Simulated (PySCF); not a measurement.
Sc (scandium, neutral) across methods

[Ar] 4s2 4p1, 2P determinant (an excited configuration). All numbers are calculated (PySCF 2.14, scalar relativity by spin-free X2C-1e, in x2c-TZVPPall with one added diffuse shell each of s, p, d, f type (7s6p5d3f1g, 80 functions)).

```tsv
method	E (hartree)	mean ε 4s α (eV)	mean ε 4s β (eV)	mean ε 4p α (eV)	Σ⟨r²⟩ (bohr²)	⟨S²⟩
r2SCAN	-763.990	-6.065	-5.554	-2.949	60.43	0.771
LDA	-762.055	-6.099	-5.669	-2.703	60.01	0.754
UHF	-763.17175	-8.444	-7.413	-4.579	63.17	0.889
PW91	-764.058	-6.024	-5.549	-2.797	60.10	0.759
```

Task: Estimate the same row for PBE.

Result: E (hartree) = -763.818; mean ε 4s α (eV) = -5.982; mean ε 4s β (eV) = -5.511; mean ε 4p α (eV) = -2.773; Σ⟨r²⟩ (bohr²) = 60.13; ⟨S²⟩ = 0.760.
